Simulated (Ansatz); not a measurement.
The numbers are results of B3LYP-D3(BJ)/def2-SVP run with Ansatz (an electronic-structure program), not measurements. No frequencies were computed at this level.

Ansatz 0.2 input:
```yaml
crystal:
  periodic: [false, false, false]
  atoms:
    - { symbol: C, position_ang: [-1.856082, -1.531032, 1.355228] }
    - { symbol: O, position_ang: [-1.665408, -0.437808, 0.474225] }
    - { symbol: Ge, position_ang: [-0.205541, -0.062448, -0.429349] }
    - { symbol: C, position_ang: [-0.062806, -0.817152, -2.258911] }
    - { symbol: O, position_ang: [1.08796, -0.573958, 0.697855] }
    - { symbol: C, position_ang: [2.471141, -0.382459, 0.493437] }
    - { symbol: O, position_ang: [-0.194666, 1.681666, -0.667358] }
    - { symbol: C, position_ang: [-0.49534, 2.654984, 0.316663] }
    - { symbol: H, position_ang: [-2.660261, -1.250185, 2.037087] }
    - { symbol: H, position_ang: [-0.953583, -1.74607, 1.926408] }
    - { symbol: H, position_ang: [-2.150684, -2.423688, 0.799208] }
    - { symbol: H, position_ang: [-1.03743, -0.796101, -2.73307] }
    - { symbol: H, position_ang: [0.626144, -0.21628, -2.842271] }
    - { symbol: H, position_ang: [0.293766, -1.841807, -2.218903] }
    - { symbol: H, position_ang: [2.852074, -1.048711, -0.284433] }
    - { symbol: H, position_ang: [2.964313, -0.617928, 1.438476] }
    - { symbol: H, position_ang: [2.701821, 0.648318, 0.215795] }
    - { symbol: H, position_ang: [0.261518, 2.669368, 1.104709] }
    - { symbol: H, position_ang: [-0.505761, 3.619939, -0.193165] }
    - { symbol: H, position_ang: [-1.471171, 2.471349, 0.76837] }
basis:
  gaussian: { orbitals: def2-svp }
hamiltonian:
  xc: b3lyp
  dispersion: d3bj
relax:
  max_steps: 150
```

Output:

```
[...]
reference -66990.71719937 eV, -2461.8634491379 hartree; 46, 46 occupied and 144, 144 virtual orbitals, 2071 factors
relax step  31: F+E_penalty+E_count = -66991.47240579 eV  Δ(F+E_penalty+E_count) = -4.133e-4 eV  max|allowed force component| = 2.241e-2 eV/Å  Δτ_max = 0.0429 Å  (29 SCF iters, accepted)
these checks for a lower state are left out or cut short: starts, cluster_reference, orbital_swaps, neighbouring_geometries, increment
2071 factors; integrals over basis functions are off by at most 4.5e-4 eV
mean field -66990.71780446 eV, -2461.8634713745 hartree, gradient 9.6e-6 eV, S^2 0.000000; 0 other end points of the search recorded, 0 dependent functions left out
reference -66990.71811250 eV, -2461.8634826948 hartree; 46, 46 occupied and 144, 144 virtual orbitals, 2071 factors
relax step  32: F+E_penalty+E_count = -66991.47321120 eV  Δ(F+E_penalty+E_count) = -8.054e-4 eV  max|allowed force component| = 1.443e-1 eV/Å  Δτ_max = 0.0975 Å  (29 SCF iters, accepted)
these checks for a lower state are left out or cut short: starts, cluster_reference, orbital_swaps, neighbouring_geometries, increment
2071 factors; integrals over basis functions are off by at most 4.5e-4 eV
mean field -66990.71889926 eV, -2461.8635116077 hartree, gradient 9.6e-6 eV, S^2 0.000000; 0 other end points of the search recorded, 0 dependent functions left out
reference -66990.71920740 eV, -2461.8635229315 hartree; 46, 46 occupied and 144, 144 virtual orbitals, 2071 factors
relax step  33: F+E_penalty+E_count = -66991.47461634 eV  Δ(F+E_penalty+E_count) = -1.405e-3 eV  max|allowed force component| = 1.229e-1 eV/Å  Δτ_max = 0.0496 Å  (29 SCF iters, accepted)
these checks for a lower state are left out or cut short: starts, cluster_reference, orbital_swaps, neighbouring_geometries, increment
2071 factors; integrals over basis functions are off by at most 4.6e-4 eV
mean field -66990.72039998 eV, -2461.8635667581 hartree, gradient 1.0e-5 eV, S^2 0.000000; 0 other end points of the search recorded, 0 dependent functions left out
reference -66990.72070829 eV, -2461.8635780883 hartree; 46, 46 occupied and 144, 144 virtual orbitals, 2071 factors
relax step  34: F+E_penalty+E_count = -66991.47657596 eV  Δ(F+E_penalty+E_count) = -1.960e-3 eV  max|allowed force component| = 1.467e-1 eV/Å  Δτ_max = 0.0875 Å  (29 SCF iters, accepted)
these checks for a lower state are left out or cut short: starts, cluster_reference, orbital_swaps, neighbouring_geometries, increment
2071 factors; integrals over basis functions are off by at most 4.6e-4 eV
mean field -66990.72114084 eV, -2461.8635939842 hartree, gradient 9.9e-6 eV, S^2 0.000000; 0 other end points of the search recorded, 0 dependent functions left out
reference -66990.72144895 eV, -2461.8636053069 hartree; 46, 46 occupied and 144, 144 virtual orbitals, 2071 factors
relax step  35: F+E_penalty+E_count = -66991.47746798 eV  Δ(F+E_penalty+E_count) = -8.920e-4 eV  max|allowed force component| = 2.552e-1 eV/Å  Δτ_max = 0.1000 Å  (29 SCF iters, accepted)
these checks for a lower state are left out or cut short: starts, cluster_reference, orbital_swaps, neighbouring_geometries, increment
2071 factors; integrals over basis functions are off by at most 4.5e-4 eV
mean field evaluation 256: about -66990.7248 eV, gradient 3.9e-5 eV
mean field -66990.72476183 eV, -2461.8637270532 hartree, gradient 9.8e-6 eV, S^2 0.000000; 0 other end points of the search recorded, 0 dependent functions left out
reference -66990.72506995 eV, -2461.8637383763 hartree; 46, 46 occupied and 144, 144 virtual orbitals, 2071 factors
relax step  36: F+E_penalty+E_count = -66991.48088914 eV  Δ(F+E_penalty+E_count) = -3.421e-3 eV  max|allowed force component| = 1.072e-1 eV/Å  Δτ_max = 0.0470 Å  (30 SCF iters, accepted)
these checks for a lower state are left out or cut short: starts, cluster_reference, orbital_swaps, neighbouring_geometries, increment
2071 factors; integrals over basis functions are off by at most 4.5e-4 eV
mean field -66990.68098562 eV, -2461.8621183069 hartree, gradient 1.7e-5 eV, S^2 0.000000; 0 other end points of the search recorded, 0 dependent functions left out
reference -66990.68129469 eV, -2461.8621296653 hartree; 46, 46 occupied and 144, 144 virtual orbitals, 2071 factors
relax step  37: F+E_penalty+E_count = -66991.43802214 eV  Δ(F+E_penalty+E_count) = +4.287e-2 eV  max|allowed force component| = 7.791e-1 eV/Å  Δτ_max = 0.2000 Å  (29 SCF iters, rejected (line search))
these checks for a lower state are left out or cut short: starts, cluster_reference, orbital_swaps, neighbouring_geometries, increment
2071 factors; integrals over basis functions are off by at most 4.5e-4 eV
mean field -66990.72817898 eV, -2461.8638526312 hartree, gradient 2.3e-5 eV, S^2 0.000000; 0 other end points of the search recorded, 0 dependent functions left out
reference -66990.72848707 eV, -2461.8638639533 hartree; 46, 46 occupied and 144, 144 virtual orbitals, 2071 factors
relax step  38: F+E_penalty+E_count = -66991.48398374 eV  Δ(F+E_penalty+E_count) = -3.095e-3 eV  max|allowed force component| = 4.149e-2 eV/Å  Δτ_max = 0.1000 Å  (28 SCF iters, accepted)
these checks for a lower state are left out or cut short: starts, cluster_reference, orbital_swaps, neighbouring_geometries, increment
2071 factors; integrals over basis functions are off by at most 4.5e-4 eV
mean field -66990.72961473 eV, -2461.8639053938 hartree, gradient 1.1e-5 eV, S^2 0.000000; 0 other end points of the search recorded, 0 dependent functions left out
reference -66990.72992385 eV, -2461.8639167537 hartree; 46, 46 occupied and 144, 144 virtual orbitals, 2071 factors
relax step  39: F+E_penalty+E_count = -66991.48551301 eV  Δ(F+E_penalty+E_count) = -1.529e-3 eV  max|allowed force component| = 1.196e-1 eV/Å  Δτ_max = 0.0971 Å  (29 SCF iters, accepted)
these checks for a lower state are left out or cut short: starts, cluster_reference, orbital_swaps, neighbouring_geometries, increment
2071 factors; integrals over basis functions are off by at most 4.5e-4 eV
mean field -66990.73036956 eV, -2461.8639331335 hartree, gradient 9.7e-6 eV, S^2 0.000000; 0 other end points of the search recorded, 0 dependent functions left out
reference -66990.73067887 eV, -2461.8639445002 hartree; 46, 46 occupied and 144, 144 virtual orbitals, 2071 factors
relax step  40: F+E_penalty+E_count = -66991.48690308 eV  Δ(F+E_penalty+E_count) = -1.390e-3 eV  max|allowed force component| = 6.110e-2 eV/Å  Δτ_max = 0.0258 Å  (30 SCF iters, accepted)
these checks for a lower state are left out or cut short: starts, cluster_reference, orbital_swaps, neighbouring_geometries, increment
2071 factors; integrals over basis functions are off by at most 4.5e-4 eV
mean field evaluation 288: about -66990.6610 eV, gradient 2.9e0 eV
mean field -66990.73075379 eV, -2461.8639472534 hartree, gradient 9.4e-6 eV, S^2 0.000000; 0 other end points of the search recorded, 0 dependent functions left out
reference -66990.73106349 eV, -2461.8639586348 hartree; 46, 46 occupied and 144, 144 virtual orbitals, 2071 factors
relax step  41: F+E_penalty+E_count = -66991.48856471 eV  Δ(F+E_penalty+E_count) = -1.662e-3 eV  max|allowed force component| = 5.919e-2 eV/Å  Δτ_max = 0.0781 Å  (29 SCF iters, accepted)
these checks for a lower state are left out or cut short: starts, cluster_reference, orbital_swaps, neighbouring_geometries, increment
2071 factors; integrals over basis functions are off by at most 4.5e-4 eV
mean field -66990.73113852 eV, -2461.8639613923 hartree, gradient 9.2e-6 eV, S^2 0.000000; 0 other end points of the search recorded, 0 dependent functions left out
reference -66990.73144857 eV, -2461.8639727863 hartree; 46, 46 occupied and 144, 144 virtual orbitals, 2071 factors
relax step  42: F+E_penalty+E_count = -66991.48936587 eV  Δ(F+E_penalty+E_count) = -8.012e-4 eV  max|allowed force component| = 7.299e-2 eV/Å  Δτ_max = 0.0687 Å  (29 SCF iters, accepted)
these checks for a lower state are left out or cut short: starts, cluster_reference, orbital_swaps, neighbouring_geometries, increment
2071 factors; integrals over basis functions are off by at most 4.5e-4 eV
mean field -66990.73197356 eV, -2461.8639920795 hartree, gradient 9.3e-6 eV, S^2 0.000000; 0 other end points of the search recorded, 0 dependent functions left out
reference -66990.73228377 eV, -2461.8640034793 hartree; 46, 46 occupied and 144, 144 virtual orbitals, 2071 factors
relax step  43: F+E_penalty+E_count = -66991.48994029 eV  Δ(F+E_penalty+E_count) = -5.744e-4 eV  max|allowed force component| = 4.450e-2 eV/Å  Δτ_max = 0.0335 Å  (30 SCF iters, accepted)
these checks for a lower state are left out or cut short: starts, cluster_reference, orbital_swaps, neighbouring_geometries, increment
2071 factors; integrals over basis functions are off by at most 4.5e-4 eV
mean field -66990.73284688 eV, -2461.8640241731 hartree, gradient 9.2e-6 eV, S^2 0.000000; 0 other end points of the search recorded, 0 dependent functions left out
reference -66990.73315720 eV, -2461.8640355771 hartree; 46, 46 occupied and 144, 144 virtual orbitals, 2071 factors
relax step  44: F+E_penalty+E_count = -66991.49034248 eV  Δ(F+E_penalty+E_count) = -4.022e-4 eV  max|allowed force component| = 2.213e-2 eV/Å  Δτ_max = 0.0428 Å  (29 SCF iters, accepted)
these checks for a lower state are left out or cut short: starts, cluster_reference, orbital_swaps, neighbouring_geometries, increment
2071 factors; integrals over basis functions are off by at most 4.5e-4 eV
mean field evaluation 320: about -66990.7332 eV, gradient 1.1e-4 eV
mean field -66990.73320418 eV, -2461.8640373039 hartree, gradient 9.2e-6 eV, S^2 0.000000; 0 other end points of the search recorded, 0 dependent functions left out
reference -66990.73351442 eV, -2461.8640487049 hartree; 46, 46 occupied and 144, 144 virtual orbitals, 2071 factors
relax step  45: F+E_penalty+E_count = -66991.49051732 eV  Δ(F+E_penalty+E_count) = -1.748e-4 eV  max|allowed force component| = 1.639e-2 eV/Å  Δτ_max = 0.0376 Å  (29 SCF iters, accepted)
these checks for a lower state are left out or cut short: starts, cluster_reference, orbital_swaps, neighbouring_geometries, increment
2071 factors; integrals over basis functions are off by at most 4.5e-4 eV
mean field -66990.73327603 eV, -2461.8640399442 hartree, gradient 9.2e-6 eV, S^2 0.000000; 0 other end points of the search recorded, 0 dependent functions left out
reference -66990.73358615 eV, -2461.8640513408 hartree; 46, 46 occupied and 144, 144 virtual orbitals, 2071 factors
relax step  46: F+E_penalty+E_count = -66991.49059957 eV  Δ(F+E_penalty+E_count) = -8.224e-5 eV  max|allowed force component| = 9.681e-3 eV/Å  Δτ_max = 0.0293 Å  (29 SCF iters, accepted)
these checks for a lower state are left out or cut short: starts, cluster_reference, orbital_swaps, neighbouring_geometries, increment
2071 factors; integrals over basis functions are off by at most 4.5e-4 eV
mean field -66990.73324505 eV, -2461.8640388055 hartree, gradient 2.6e-5 eV, S^2 0.000000; 0 other end points of the search recorded, 0 dependent functions left out
reference -66990.73355509 eV, -2461.8640501993 hartree; 46, 46 occupied and 144, 144 virtual orbitals, 2071 factors
relax step  47: F+E_penalty+E_count = -66991.49061673 eV  Δ(F+E_penalty+E_count) = -1.716e-5 eV  max|allowed force component| = 9.926e-3 eV/Å  Δτ_max = 0.0142 Å  (23 SCF iters, accepted)
2071 factors; integrals over basis functions are off by at most 4.5e-4 eV
mean field evaluation 352: about -66990.7332 eV, gradient 6.5e-5 eV
mean field -66990.73324505 eV, -2461.8640388055 hartree, gradient 2.6e-5 eV, S^2 0.000000; 1 other end points of the search recorded, 0 dependent functions left out
reference -66990.73355509 eV, -2461.8640501993 hartree; 46, 46 occupied and 144, 144 virtual orbitals, 2071 factors
Total energy: -66991.49092677 eV, -2461.8918830954 hartree
Atom 0 at    -1.831808    -1.139656     1.461485 Å, force    -0.009926    -0.001585    -0.004138 eV/Å
Atom 1 at    -1.637997    -0.988213     0.068637 Å, force    -0.000468     0.000956     0.001118 eV/Å
Atom 2 at    -0.175344    -0.275226    -0.626970 Å, force    -0.000813    -0.002368    -0.001574 eV/Å
Atom 3 at     0.063347    -0.864009    -2.450337 Å, force    -0.005410    -0.003747     0.000188 eV/Å
Atom 4 at     1.110403    -0.744073     0.520718 Å, force     0.000054    -0.000933     0.003198 eV/Å
Atom 5 at     2.418007    -0.233537     0.387296 Å, force     0.000459    -0.000520     0.001386 eV/Å
Atom 6 at    -0.246170     1.505034    -0.638120 Å, force     0.000927     0.000306    -0.001124 eV/Å
Atom 7 at    -0.598589     2.221655     0.525775 Å, force    -0.000212    -0.001117    -0.001068 eV/Å
Atom 8 at    -2.186976    -0.201828     1.928687 Å, force    -0.000199    -0.001317    -0.000442 eV/Å
Atom 9 at    -0.909687    -1.453474     1.978901 Å, force     0.006908    -0.002021     0.003910 eV/Å
Atom 10 at    -2.603607    -1.910543     1.620985 Å, force     0.002785     0.004176     0.000433 eV/Å
Atom 11 at    -0.915249    -0.885141    -2.950564 Å, force     0.003289    -0.000250     0.001510 eV/Å
Atom 12 at     0.726837    -0.168263    -2.981801 Å, force     0.003265     0.003843    -0.004251 eV/Å
Atom 13 at     0.497270    -1.873601    -2.462802 Å, force    -0.001159     0.002510     0.001410 eV/Å
Atom 14 at     2.933964    -0.630859    -0.508764 Å, force     0.000738    -0.000730    -0.001312 eV/Å
Atom 15 at     3.003762    -0.534924     1.271066 Å, force    -0.000268     0.000156    -0.000856 eV/Å
Atom 16 at     2.435083     0.870493     0.323753 Å, force     0.000382     0.001740     0.000126 eV/Å
Atom 17 at    -0.031370     1.887136     1.415077 Å, force     0.001295    -0.000520     0.001581 eV/Å
Atom 18 at    -0.375077     3.288560     0.362291 Å, force     0.000378     0.001610    -0.000433 eV/Å
Atom 19 at    -1.676795     2.130466     0.754686 Å, force    -0.002025    -0.000190     0.000340 eV/Å
Dipole moment:     0.203332     0.047497     0.022652 e Å
```

Cost: very roughly 10 core-minutes.
